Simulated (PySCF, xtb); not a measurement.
Si(F)2(SiH3)2 (F2H6Si3), SMILES [Si]([SiH3])(F)(F)[SiH3].

GFN2-xTB (xtb 6.7.1) at its own geometry gives an orbital gap of 3.55 eV and a dipole moment of 2.22 D.

Coordinates come from a TPSSh-D3(BJ)/def2-SVP optimisation.

### Question
What does HF/def2-TZVP (PySCF) give? (Estimate from the structure and the level; the computed values follow.)

### Answer
gap 12.79 eV (levels -10.64 and 2.15 eV), dipole 2.03 D.
